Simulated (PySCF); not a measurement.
TiO2, SMILES [O]=[Ti]=[O], multiplicity 1.

Coordinates come from a ωB97X-D3(BJ)/def2-TZVP optimisation. The spin state was assumed, not searched. The isomer is the one that the SMILES or the coordinates give; other isomers of the formula were not compared.

Calculation: ωB97X-D3(BJ)/def2-TZVP (PySCF).

Frequencies are harmonic and unscaled.

```csv
mode,ν (cm⁻¹),IR (km/mol),Raman (Å⁴/amu),depolarisation,moving atoms (share of kinetic energy)
1,346,18.7,5.1,0.69,"O 80 %, Ti 20 %"
2,1022,564.5,3.1,0.75,"O 68 %, Ti 32 %"
3,1075,50.6,40.5,0.06,"O 80 %, Ti 20 %"
```
